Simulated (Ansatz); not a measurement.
Reaction (substitution at a C–Si bond): `N[SiH](C=O)CO` + `C#CS` → `C#CSCO` + `N[SiH2]C=O`

Program: Ansatz. Geometries: PBE0-D4/def2-TZVP. ΔE: electronic, gas phase. CCSD(T)/CBS adds triple-zeta CCSD(T) − MP2 to the extrapolated MP2 energy (def2 sets, frozen cores). This one scheme is used for every species. Functionals use def2-TZVPP. B3LYP here is the variant with VWN-RPA as its local correlation; programs differ in this. Each species was taken in one conformer, which may not be the lowest.

`N[SiH](C=O)CO`:

```xyz
13

N    -0.065   -1.209    1.333
Si    0.489   -0.448   -0.100
C     1.969    0.722    0.276
O     2.526    1.314   -0.618
C    -0.924    0.646   -0.700
O    -2.097   -0.157   -0.741
H    -1.059   -1.378    1.388
H     0.449   -1.960    1.764
H     0.956   -1.354   -1.187
H     2.298    0.892    1.331
H    -1.042    1.495   -0.012
H    -0.669    1.057   -1.686
H    -2.831    0.380   -1.049
```

`C#CS`:

```xyz
5

C    -0.827   -0.330   -0.878
C    -0.009   -0.212   -0.003
S     1.134   -0.188    1.228
H    -1.550   -0.421   -1.654
H     1.252    1.151    1.307
```

`C#CSCO`:

```xyz
9

C     0.082    2.450    0.293
C     0.499    1.334    0.466
S     1.122   -0.193    0.761
C     0.159   -1.197   -0.425
O    -1.196   -1.285   -0.156
H    -0.291    3.435    0.135
H     0.268   -0.758   -1.415
H     0.674   -2.166   -0.396
H    -1.317   -1.621    0.738
```

`N[SiH2]C=O`:

```xyz
9

N    -0.209    0.053    1.448
Si    0.652   -0.322    0.033
C    -0.463    0.394   -1.361
O    -1.542    0.871   -1.101
H    -0.016   -0.309    2.364
H    -1.147    0.407    1.343
H     0.852   -1.775   -0.249
H     1.996    0.314   -0.053
H    -0.123    0.367   -2.423
```

```csv
level,ΔE (kJ/mol)
B3LYP-D4,8.5
ωB97M-V,12.7
r2SCAN,4.1
PBE0,6.7
HF/def2-TZVPP,11.6
CCSD(T)/def2-TZVPP,12.8
SCS-MP2/def2-QZVPP,9.6
CCSD/CBS(def2),14.2
```

(1) What does CCSD(T)/CBS give? (An estimate is asked.)

Largest T1 diagnostic among the species: 0.014.

Results:

(1) The calculation gave: +11.7 kJ/mol. The listed levels differ from it by -3.2, 1.0, -7.6, -5.0, -0.1, 1.1, -2.1, 2.5 kJ/mol.

From PBE to PBE0 (25 % exact exchange), in def2-TZVPP and without D4, ΔE moves by +3.7 kJ/mol.
